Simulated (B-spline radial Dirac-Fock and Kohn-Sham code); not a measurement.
Photoemission from Hf²⁺ at 12500 eV, detector at θ = 60°, φ = 180°

System: Hf²⁺, configuration [Xe] 4f14 5d2. These are calculated numbers from a radial B-spline solver; the model is Dirac-Hartree-Slater photoionisation with a Latter tail; cross sections with all multipoles, angular parameters from the dipole term and its interference with E2. Thresholds are orbital energies of the model. For linearly polarised light dσ/dΩ = σ/(4π) [1 + β P₂(cos θ) + (δ + γ cos²θ) sin θ cos φ], with θ from the polarisation vector and φ the angle between the beam and the projection of the electron momentum on the plane normal to the polarisation. The dipole factor is 1 + βP₂ and the non-dipole term is the rest of the bracket. Open shells are filled statistically over j.

Input file task.json (cfg lists n, l and occupation; rrms is the nuclear radius in fm):

```json
{"items": [{
  "Z": 72,
  "q": 2,
  "cfg": [[1, 0, 2], [2, 0, 2], [2, 1, 6], [3, 0, 2], [3, 1, 6], [3, 2, 10], [4, 0, 2], [4, 1, 6], [4, 2, 10], [4, 3, 14], [5, 0, 2], [5, 1, 6], [5, 2, 2]],
  "A": 180,
  "rrms": 5.347,
  "do": "xps",
  "hv": [59.7, 60, 100, 150, 161.0, 190.0, 203.0, 267.0, 382.0, 383.0, 400, 470.0, 524.0, 839.0, 1030.0, 1486.9, 2180.0, 2830.0, 2984.4, 3180.0, 3480.0, 3850.0, 4880.0, 5860.0, 8047.8, 9251.7, 9720.0, 12500.0, 13600.0, 13700.0]
}]}
```

Run with: `python xray2_run.py task.json out`

| subshell | threshold (eV) | σ (kb) | β | γ | δ | dipole factor | non-dipole term | dσ/dΩ (kb/sr) |
| --- | --- | --- | --- | --- | --- | --- | --- | --- |
| 2s | 11261.9 | 8.81 | 1.95 | 0.64 | -0.002 | 0.756 | -0.138 | 0.433 |
| 2p1/2 | 10779.9 | 14.4 | 1.35 | -0.19 | 0.021 | 0.831 | +0.023 | 0.977 |
| 2p3/2 | 9574.0 | 22.6 | 1.51 | 0.14 | 0.058 | 0.812 | -0.080 | 1.31 |
| 3s | 2592.3 | 2.22 | 1.96 | -0.09 | -0.002 | 0.755 | +0.022 | 0.137 |
| 3p1/2 | 2374.5 | 2.33 | 1.50 | 0.93 | 0.029 | 0.813 | -0.227 | 0.109 |
| 3p3/2 | 2114.7 | 3.76 | 1.62 | 1.09 | 0.040 | 0.798 | -0.271 | 0.157 |
| 3d3/2 | 1741.3 | 1.24 | 1.07 | 1.80 | 0.237 | 0.867 | -0.595 | 0.0267 |
| 3d5/2 | 1684.2 | 1.61 | 0.95 | 1.74 | 0.269 | 0.881 | -0.610 | 0.0347 |
| 4s | 541.7 | 0.562 | 1.96 | -0.01 | -0.002 | 0.755 | +0.003 | 0.0339 |
| 4p1/2 | 451.3 | 0.524 | 1.49 | 1.06 | 0.027 | 0.814 | -0.252 | 0.0234 |
| 4p3/2 | 391.6 | 0.829 | 1.61 | 1.21 | 0.036 | 0.799 | -0.292 | 0.0334 |
| 4d3/2 | 241.3 | 0.252 | 1.03 | 1.82 | 0.227 | 0.871 | -0.591 | 0.00562 |
| 4d5/2 | 230.3 | 0.324 | 0.91 | 1.75 | 0.262 | 0.886 | -0.605 | 0.00726 |
| 4f5/2 | 42.82 | 0.0110 | 0.57 | 1.68 | 0.574 | 0.929 | -0.860 | 6.10e-05 |
| 4f7/2 | 40.92 | 0.0133 | 0.55 | 1.62 | 0.593 | 0.931 | -0.865 | 6.98e-05 |
| 5s | 88.28 | 0.0970 | 1.96 | 0.01 | -0.002 | 0.755 | -0.001 | 0.00582 |
| 5p1/2 | 62.02 | 0.0743 | 1.49 | 1.08 | 0.026 | 0.814 | -0.257 | 0.00330 |
| 5p3/2 | 53.71 | 0.112 | 1.61 | 1.23 | 0.035 | 0.799 | -0.296 | 0.00449 |
| 5d3/2 | 20.86 | 0.00304 | 1.03 | 1.82 | 0.225 | 0.872 | -0.590 | 6.81e-05 |
| 5d5/2 | 20.21 | 0.00378 | 0.90 | 1.75 | 0.261 | 0.887 | -0.604 | 8.50e-05 |
